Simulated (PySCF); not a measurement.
**Hf⁻ (hafnium, charge -1): TPSS calculation**

Configuration: [Xe] 4f14 5d3 6s2, high-spin 4F determinant. All numbers are calculated (PySCF 2.14, scalar relativity by spin-free X2C-1e, in x2c-TZVPPall with one added diffuse shell each of s, p, d, f type (12s8p8d4f1g, 113 functions)).

| Item | Value |
| --- | --- |
| Total energy | -15078.14 hartree |
| One-electron energy | -20706.85 hartree |
| Hartree (Coulomb) energy | 5941.23 hartree |
| Exchange-correlation energy | -312.52 hartree |
| ⟨S²⟩ | 3.7664 |
| ⟨L²⟩ | 12.014 |
| Sum of ⟨r⟩ | 51.43 bohr |
| Sum of ⟨r²⟩ | 123.0 bohr² |
| Langevin diamagnetic susceptibility | -97.4 ×10⁻⁶ cm³/mol |
| Time after the integrals | about 23 core-seconds |

```csv
shell,electrons,mean orbital energy (hartree),spread (hartree),"rms radius, mean of both spins (bohr)"
1s β,1,-2392.89142,0,0.0215
1s α,1,-2392.89123,0,0.0215
2s α,1,-409.06907,0,0.0869
2s β,1,-409.06702,0,0.0869
2p α,3,-360.19725,0,0.0788
2p β,3,-360.19566,0,0.0788
3s α,1,-93.17767,0,0.223
3s β,1,-93.17753,0,0.223
3p α,3,-78.48143,0,0.224
3p β,3,-78.48110,0,0.224
3d α,5,-60.56108,0.00011,0.205
3d β,5,-60.55977,0.00123,0.205
4s α,1,-18.64164,0,0.498
4s β,1,-18.64005,0,0.498
4p α,3,-13.79490,0,0.530
4p β,3,-13.79363,0,0.530
4d α,5,-7.39034,0.00169,0.577
4d β,5,-7.38877,0.00357,0.577
5s α,1,-2.26035,0,1.21
5s β,1,-2.23571,0,1.21
5p α,3,-1.12046,0,1.43
5p β,3,-1.08379,0,1.43
4f α,7,-0.40546,0.00047,0.773
4f β,7,-0.39908,0.00650,0.773
6s α,1,-0.02880,0,4.28
6s β,1,0.01313,0,4.28
5d α,3,0.06577,0,4.33
```

Spin-orbit coupling, absent here, splits the open shell strongly. The configuration of this anion was assumed by filling the next shell in order. It is not the known or likely ground configuration (Ca⁻, Sr⁻ and Ba⁻, for instance, bind a p electron), so these values are not the electron affinity of the element. At TPSS the highest occupied level has a positive energy, so only the finite basis holds that electron.

Densities and radii are taken from the X2C orbitals without a picture-change correction, which distorts them close to the nucleus.
